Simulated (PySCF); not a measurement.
C6H10O.
Cartesian coordinates in Å at the GFN2-xTB level; atoms count from 1:
```
atom  x, y, z in Å
C1    -1.2877    2.1770   -0.4756
O2     0.0100    1.6369   -0.4959
C3     0.2154    0.6532    0.4926
C4     1.0930   -0.5064    0.1642
C5     2.4896   -0.8762   -0.0916
C6    -0.1843   -0.7719    0.2429
C7    -1.3234   -1.6963    0.1580
H8    -2.0438    1.4188   -0.7126
H9    -1.5205    2.6091    0.5063
H10   -1.3129    2.9611   -1.2304
H11    0.1748    1.0736    1.5016
H12    3.1045   -0.6431    0.7781
H13    2.5708   -1.9382   -0.3162
H14    2.8695   -0.2993   -0.9346
H15   -0.9765   -2.7222    0.0444
H16   -1.9362   -1.6225    1.0568
H17   -1.9493   -1.4416   -0.6980
```

Vertical excitations from PySCF (density fitting, frozen core in the response, grid level 2 and gas phase unless stated; continuum runs use non-equilibrium linear response for the excitations) on a GFN2-xTB geometry. Reference run:

```csv
settings,"S1, eV (f)","S2, eV (f)","S3, eV (f)","S4, eV (f)","S5, eV (f)","S6, eV (f)","T1, eV (Tamm–Dancoff)",mean α (au)
"PBE0/def2-SVPD, full TDDFT, 6 singlets",6.09 (0.002),6.49 (0.005),6.63 (0.005),6.85 (0.074),7.10 (0.057),7.15 (0.065),4.64,76.8
```

Problem. What do these settings give: B3LYP/cc-pVDZ, energy threshold 1e-11 Eh, full TDDFT, 6 singlets?

Solution. 
| settings | S1, eV (f) | S2, eV (f) | S3, eV (f) | S4, eV (f) | S5, eV (f) | S6, eV (f) | T1, eV (Tamm–Dancoff) | mean α (au) |
| --- | --- | --- | --- | --- | --- | --- | --- | --- |
| B3LYP/cc-pVDZ, energy threshold 1e-11 Eh, full TDDFT, 6 singlets | 5.90 (0.003) | 6.72 (0.028) | 6.92 (0.004) | 7.09 (0.194) | 7.23 (0.034) | 7.67 (0.011) | 4.70 | 68.8 |

S1 moves by -0.19 eV; functional and basis change together, so the shift can't be laid on one. States are counted by energy in each run and needn't keep their character from row to row.

Problem. Which orbital pairs make up S1 in each run, and how does it sit against the orbital gap?

Solution. 
| settings | S1 configurations (weight) | S1 (eV) | orbital gap (eV) | S1 − gap (eV) |
| --- | --- | --- | --- | --- |
| PBE0/def2-SVPD, full TDDFT, 6 singlets | H→L+1 0.72, H−1→L+1 0.15 | 6.09 | 7.54 | -1.45 |
| B3LYP/cc-pVDZ, energy threshold 1e-11 Eh, full TDDFT, 6 singlets | H→L 0.89 | 5.90 | 7.08 | -1.18 |

One conformer stands for the species.
